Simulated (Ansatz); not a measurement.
Basis sets compared for cis-Mg(H2O)2(hfac)2 (C10H6F12MgO6). Charge 0, multiplicity 1. Geometry r2SCAN-D4/def2-SVP. Ansatz on 2 threads of AMD EPYC 7R13 on a shared host and a share (18 GiB) of an NVIDIA H100 80GB HBM3; times are rough, and most runs start from earlier orbitals.

| atom | x (Å) | y (Å) | z (Å) |
| --- | --- | --- | --- |
| C1 | 0.3545 | -0.1993 | -1.9291 |
| C2 | 1.7533 | -0.3462 | -2.5452 |
| C3 | -0.5151 | 0.7838 | -2.4338 |
| C4 | -1.7948 | 0.9625 | -1.8883 |
| C5 | -2.7437 | 1.9779 | -2.5386 |
| C6 | 1.1002 | -1.3003 | 2.2010 |
| C7 | 1.8326 | -2.4273 | 2.9412 |
| C8 | 1.7944 | -0.1196 | 1.9002 |
| C9 | 1.1415 | 0.9657 | 1.2883 |
| C10 | 1.9510 | 2.2233 | 0.9398 |
| F11 | 1.9188 | -1.5848 | -3.0264 |
| F12 | 2.6788 | -0.1441 | -1.5957 |
| F13 | 1.9830 | 0.5199 | -3.5400 |
| F14 | -3.2448 | 2.7999 | -1.6060 |
| F15 | -3.7709 | 1.3332 | -3.1122 |
| F16 | -2.1495 | 2.7256 | -3.4764 |
| F17 | 1.7466 | -3.5645 | 2.2360 |
| F18 | 1.2558 | -2.6391 | 4.1324 |
| F19 | 3.1286 | -2.1652 | 3.1487 |
| F20 | 1.4126 | 3.2992 | 1.5266 |
| F21 | 1.9170 | 2.4155 | -0.3877 |
| F22 | 3.2340 | 2.1432 | 1.3143 |
| Mg23 | -1.2035 | -0.6125 | 0.5163 |
| O24 | -2.0580 | -2.5214 | 0.2802 |
| O25 | -2.7559 | 0.0521 | 1.7676 |
| O26 | 0.1285 | -1.0031 | -0.9892 |
| O27 | -2.2962 | 0.3631 | -0.8986 |
| O28 | -0.1034 | -1.5705 | 1.9370 |
| O29 | -0.0687 | 1.0349 | 0.9571 |
| H30 | -1.5820 | -3.0822 | 0.9145 |
| H31 | -1.8896 | -2.9163 | -0.5878 |
| H32 | -3.3238 | 0.5851 | 1.1869 |
| H33 | -2.4849 | 0.6453 | 2.4825 |
| H34 | -0.1963 | 1.4052 | -3.2684 |
| H35 | 2.8499 | -0.0389 | 2.1526 |

Single mean-field runs in def2-SVP, def2-TZVP are fitted with def2-universal-jkfit.

Binding counts from free atoms (C triplet, F doublet, Mg singlet, O triplet, H doublet) in the same basis, without a counterpoise term.

```csv
level,functions,energy (Eh),HOMO (eV),LUMO (eV),binding per atom (eV),wall time
PBE-D4/def2-SVP,440,-2230.7727,-6.25,-3.11,5.00,3.6 s
PBE0-D4/def2-SVP,440,-2230.7759,-7.51,-2.43,4.77,4.1 s
```

Task: Estimate the rows for PBE-D4/def2-TZVP (with forces), PBE0-D4/def2-TZVP.

Result: 
| level | functions | energy (Eh) | HOMO (eV) | LUMO (eV) | binding per atom (eV) | wall time |
| --- | --- | --- | --- | --- | --- | --- |
| PBE-D4/def2-TZVP (with forces) | 936 | -2233.2273 | -6.44 | -3.35 | 4.85 | 9.5 s |
| PBE0-D4/def2-TZVP | 936 | -2233.2263 | -7.58 | -2.56 | 4.65 | 6.5 s |
